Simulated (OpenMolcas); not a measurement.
**Levels of Ge I by method**

| Property | Result |
| --- | --- |
| Program | OpenMolcas 26.06 |
| Basis | ANO-R1 [5s4p3d1f] |
| Scalar Hamiltonian | X2C, finite nucleus |
| Active space | 2 electrons in 3 orbitals (4p) |
| State averaging | 2S+1 = 3 even, 3 roots; 2S+1 = 1 even, 6 roots |
| Spin-orbit coupling | RASSI with atomic mean-field integrals over the reference wave functions, term energies averaged over their components |

Methods on the same reference wave functions:
A. CASSCF
B. SS-CASPT2, IPEA 0.25 Eh, imaginary shift 0.1 Eh (closed shells correlated: 3d 4s)

Energies in cm⁻¹ above 4s² 4p² ³P₀, the measured ground level; measured values from NIST Handbook of Basic Atomic Spectroscopic Data.

```json
{"Level": "4s² 4p² ³P₀", "A": "0.0", "B": "0.0", "Measured": "0.0"}
{"Level": "4s² 4p² ³P₁", "A": "444", "B": "453", "Measured": "557"}
{"Level": "4s² 4p² ³P₂", "A": "1193", "B": "1198", "Measured": "1410"}
{"Level": "4s² 4p² ¹D₂", "A": "9555", "B": "8660", "Measured": "7125"}
{"Level": "4s² 4p² ¹S₀", "A": "22501", "B": "19240", "Measured": "16367"}
```

Deviations, from unrounded energies. A percentage is the sum of absolute deviations over the sum of measured energies, with the sign that they share, or ± where signs differ.

```csv
Against measurement,Levels,A,B
mean absolute deviation (cm-1),4,2200,1200
fine structure of the ground term (%),2,-16.8,-16.1
other terms of the ground configuration (%),2,+36.5,+18.8
```

B lies closest to measurement on these levels. The largest miss of B in the table is 4s² 4p² ¹S₀, by +2900 cm-1. The ranking rests on the paired levels alone, and a cruder setting can come out closer through cancelling errors.

From A to B the spin-free energies of the other terms of 4s² 4p² shown, above ³P, scale by factors of 0.85 to 0.90.

The lowest spin-free term lies below A's lowest term by 0.421 hartree in B.

CASPT2 does not keep the components of a term degenerate, so their means are used; among the terms shown or strongly mixed into the levels shown the widest spread is 94 cm-1 (4s² 4p² ¹D, B). With the s shell closed, the reference lacks s² → p² mixing. Without dynamic correlation excited terms often stand tens of per cent too high (terms of higher spin than the ground term too low), and those without a measured partner can miss by more than the paired ones (holds for A). Some terms miss by over 15 % even with CASPT2, which points to a basis or an active space too small for the shells correlated (holds for B). Computed and measured levels are paired by configuration, term and J; levels that our copy of the source lacks, or whose pairing is in doubt (as where it misses far off the trend of its configuration), stay unpaired and out of the deviations. Levels of configurations outside the active space are missing.
